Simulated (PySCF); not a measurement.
ClH₆NSSi₂, SMILES [SiH2](N)S[SiH2]Cl. Geometry: PBE-D3(BJ)/def2-SVP. This is a generated structure with no PubChem entry under its InChIKey; it may be hypothetical. One conformer was computed; it need not be the lowest.

Computed equilibrium geometry at PBE-D3(BJ)/def2-SVP (PySCF confirms it by a frequency run) as bond lengths and angles (one conformer of several):
Atoms: Si1 Cl2 S3 Si4 N5 H6 H7 H8 H9 H10 H11. Bond lengths (Å): Si1–Cl2 2.086, Si1–S3 2.139, Si1–H6 1.503, Si1–H7 1.497, S3–Si4 2.202, Si4–N5 1.734, Si4–H8 1.497, Si4–H9 1.499, N5–H10 1.024, N5–H11 1.024. Angles (°): Cl2–Si1–S3 112.8, Cl2–Si1–H6 106.5, Cl2–Si1–H7 108.3, S3–Si1–H6 110.5, S3–Si1–H7 107.6, H6–Si1–H7 111.1, Si1–S3–Si4 97.6, S3–Si4–N5 117.7, S3–Si4–H8 102.5, S3–Si4–H9 107.5, N5–Si4–H8 108.8, N5–Si4–H9 106.8, H8–Si4–H9 113.8, Si4–N5–H10 119.0, Si4–N5–H11 118.3, H10–N5–H11 110.2.
Charge 0, spin multiplicity 1.
